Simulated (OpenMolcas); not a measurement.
# Ti III: CASPT2 settings compared

```json
{"Program": "OpenMolcas 26.06", "Basis": "ANO-RCC-VDZ [5s4p2d]", "Scalar Hamiltonian": "DKH3, point nucleus", "Active space": "2 electrons in 5 orbitals (3d)", "State averaging": "2S+1 = 3 even, 10 roots; 2S+1 = 1 even, 15 roots kept (CI in the orbitals of an earlier block)", "Spin-orbit coupling": "state interaction with AMFI integrals over the reference wave functions, term energies averaged over their components"}
```

Methods on the same reference wave functions:
A. CASSCF
B. SS-CASPT2, IPEA 0.75 Eh, sigma1 regulariser 0.1 Eh (closed shells correlated: 2s 2p 3s 3p)
C. SS-CASPT2, IPEA 0.4 Eh, sigma2 regulariser 0.25 Eh (closed shells correlated: 3s 3p)
D. XMS-CASPT2, IPEA 0.6 Eh, imaginary shift 0.05 Eh (closed shells correlated: 3s 3p)

Energies in cm⁻¹ above 3d² ³F₂, the measured ground level; measured values from Corliss and Sugar, J. Phys. Chem. Ref. Data 8, 1 (1979).

```tsv
Level	A	B	C	D	Measured
3d² ³F₂	0.0	0.0	0.0	0.0	0.0
3d² ³F₃	196	197	197	198	185
3d² ³F₄	452	453	453	454	420
3d² ¹D₂	11278	8770	8680	8430	8474
3d² ³P₀	13475	11340	11200	10990	10538
3d² ³P₁	13543	11410	11270	11060	10604
3d² ³P₂	13686	11550	11410	11200	10721
3d² ¹G₄	17519	16740	16720	16670	14398
3d² ¹S₀	42869	32550	32190	31270	32476
```

Deviations, from unrounded energies. A percentage is the sum of absolute deviations over the sum of measured energies, with the sign that they share, or ± where signs differ.

| Against measurement | Levels | A | B | C | D |
| --- | --- | --- | --- | --- | --- |
| mean absolute deviation (cm-1) | 8 | 3200 | 650 | 610 | 620 |
| fine structure of the ground term (%) | 2 | +7.2 | +7.5 | +7.5 | +7.6 |
| other terms of the ground configuration (%) | 6 | +28.8 | +5.9 | ±5.6 | ±5.6 |

C, D lie about equally close to measurement and A furthest from it. The largest miss of C in the table is 3d² ¹G₄, by +2300 cm-1. The ranking rests on the paired levels alone, and a cruder setting can come out closer through cancelling errors.

Among B to D the level of the table that moves most is 3d² ¹S₀, by 1300 cm-1 (lowest in D, highest in B). Moves below CASPT2's spread within the term are not significant.

The mean deviations of B to D differ by less than CASPT2's widest spread within a term (990 cm-1), so their order carries little weight.

From A to B the spin-free energies of the other terms of 3d² shown, above ³F, scale by factors of 0.76 to 0.95, as is usual when dynamic correlation screens the repulsion within a d or f shell.

The lowest spin-free term lies below A's lowest term by 0.157 hartree in B, 0.147 hartree in C, 0.148 hartree in D.

CASPT2 breaks the degeneracy within a term, and the mean is taken; among the terms shown or strongly mixed into the levels shown the widest spread is 990 cm-1 (3d² ¹G, D). Terms from blocks run as CI alone lack orbitals of their own. Without dynamic correlation excited terms often stand tens of per cent too high (terms of higher spin than the ground term too low), and those without a measured partner can miss by more than the paired ones (holds for A). Some terms miss by over 15 % even with CASPT2, which points to a basis or an active space too small for the shells correlated (holds for B; C; D). Measured partners are found by configuration, term and J. A level has none where our copy of the source lacks it or the pairing is in doubt (some pairs that miss far off the trend of their configuration count as doubtful), and it then counts in no deviation. Only configurations of the active space appear.
